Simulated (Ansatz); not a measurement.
Ansatz (a program for electronic structure) input:

Ansatz 0.2 input:
```yaml
crystal:
  periodic: [false, false, false]
  atoms:
    - {symbol: Zn, position_ang: [0.00261532, 0.30952722, 0.06880012]}
    - {symbol: O, position_ang: [1.25801366, -0.35889392, -1.22220738]}
    - {symbol: H, position_ang: [1.76755228, 0.40700812, -1.50771618]}
    - {symbol: O, position_ang: [-1.26799587, -0.82251379, 0.95961016]}
    - {symbol: H, position_ang: [-1.76615436, -0.24156291, 1.54449049]}
basis:
  gaussian:
    orbitals: def2-TZVP
hamiltonian:
  xc: b3lyp
  dispersion: d3bj
total_charge: -1
magnetization: {spin_polarized: true, initial_magnetization: 1}
phonons: {temperatures: {t_min: 298.15, t_max: 298.15, t_step: 100}}
```

**Question.** What final total energy does it print?

**Answer.** -1931.21325 Eh (B3LYP-D3(BJ)/def2-TZVP). The basis has 122 functions.

The spin state was set by rule; other spins were not relaxed.
